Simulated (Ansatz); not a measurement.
Ge2H4S2⁺, that is cyclo-(H2GeS)2 with one electron fewer. Total charge 1; doublet. Geometry PBE0-D4/def2-SVP, that of the neutral singlet; atoms count from 1.

Cartesian coordinates in Å:
```
Ge -0.2586 0.6229 1.3209
H 0.2329 0.0493 2.6603
H -1.0517 1.9240 1.5281
S -1.4229 -0.8882 0.1403
Ge 0.2585 -0.6227 -1.3210
H 1.0521 -1.9240 -1.5249
H -0.2316 -0.0517 -2.6621
S 1.4213 0.8905 -0.1417
```

Problem. Estimate the Mulliken populations from the PBE0/def2-TZVP orbitals of Ansatz.

Solution. 
```tsv
atom	charge (e)	spin (α − β)
Ge1	0.34	-0.04
H2	0.15	0.08
H3	0.15	0.08
S4	-0.13	0.38
Ge5	0.34	-0.04
H6	0.15	0.08
H7	0.15	0.08
S8	-0.13	0.38
```
Mulliken values and Mayer orders depend strongly on the basis.

Problem. Where does the spin sit?

Solution. Summed by element: Ge -0.09, H 0.32, S 0.77, of 1 unpaired in all. Largest on single atoms: S8 0.38, S4 0.38, H6 0.08.

Problem. And the Mayer bond orders between bonded heavy atoms (over 0.3)?

Solution. Ge1–S4 0.95 (2.24 Å); Ge1–S8 0.95 (2.24 Å); S4–Ge5 0.95 (2.24 Å); Ge5–S8 0.95 (2.24 Å). Values over 0.3 also appear between atoms too far apart for a bond (S4–S8 0.36 at 3.37 Å); they arise where an orbital or an unpaired electron spreads over both atoms.
